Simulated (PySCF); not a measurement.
# Reading a saddle point

A first-order saddle point of CH$_{4}$ClGa, singlet, PBE0-D4/def2-TZVP, with one imaginary mode of 849i cm⁻¹:

Ga1  (-0.843, -0.701, -0.200)
Cl2  (1.032, -1.699, -1.767)
H3  (-0.520, -1.927, -1.299)
C4  (-0.042, 0.863, 0.696)
H5  (-0.756, 1.364, 1.350)
H6  (0.310, 1.566, -0.064)
H7  (0.819, 0.534, 1.283)
(Å)

Program: PySCF 2.14 with density fitting (its default auxiliary sets; JK sets also for MP2 and CCSD(T)). Basis: def2-TZVPP and def2-QZVPP. Cores are frozen in the correlated methods. Filled d shells of the heavier atoms are correlated. The def2 sets are not built for correlating such inner shells, so the correlated values are less sure here. Extrapolation: Hartree–Fock as exp(−7.88 √X), correlation as X^−2.97.

Which contacts change along the imaginary mode, and what lies on either side? (A judgement: the text doesn't fix the answer.)

Computed: The step is CH₄ClGa ([CH3][GaH][Cl]) → CH₃Ga ([CH3][Ga]) + HCl, with the molecules in contact on both sides. Shortening one way: Cl2–H3; lengthening the same way: Ga1–Cl2, Ga1–H3.
| pair | one side (Å) | saddle (Å) | other side (Å) |
| --- | --- | --- | --- |
| Cl2–H3 | 3.13 | 1.64 | 1.31 |
| Ga1–Cl2 | 2.16 | 2.64 | 3.76 |
| Ga1–H3 | 1.56 | 1.68 | 2.44 |

Which side is lower, and how far does the saddle lie above each? (Judge from chemistry; the value comes from the calculation.)

Computed: The side with Ga1–Cl2, Ga1–H3 short is lower by 1.867 eV; the saddle lies 2.411 eV above it and 0.543 eV above the other (CCSD(T) at an estimated basis limit (MP2 extrapolated from triple and quadruple zeta, plus CCSD(T) − MP2 in triple zeta); electronic energies).

T1 diagnostic: at most 0.015. The restricted Hartree–Fock reference is unstable towards an unrestricted one at one or more of these structures.

Labels in which every atom is bracketed show which atoms are joined, not bond orders.

For scale, one of the runs: CCSD(T)/def2-TZVPP, 177 basis functions, launched by `OMP_NUM_THREADS=4 python run.py`. Hardware: 4 CPU threads of an Intel Xeon 6975P-C, shared host. Wall time 2.8 min; peak host memory 1.9 GiB.
